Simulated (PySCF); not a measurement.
## Radial density of Al⁺ (aluminium, charge +1)

UHF, [Ne] 3p2, high-spin 3P determinant (an excited configuration). Computed with PySCF 2.14 in aug-cc-pwCVQZ (10s9p7d5f3g, 134 functions), with no relativity, point nucleus.

```csv
r (bohr),4πr²ρ (e/bohr),4πr²(ρα − ρβ)
0.00198,0.06527,0.0000
0.00333,0.1784,0.0000
0.00560,0.4757,0.0000
0.00941,1.219,0.0000
0.0158,2.920,0.0000
0.0266,6.250,0.0001
0.0448,11.09,0.0011
0.0754,14.50,0.0068
0.127,12.14,0.0303
0.213,8.516,0.0904
0.359,11.73,0.1403
0.603,10.83,0.0422
1.01,3.137,0.0374
1.71,0.7305,0.5707
2.87,0.7152,0.7146
4.83,0.1401,0.1401
8.12,0.001594,0.0016
```
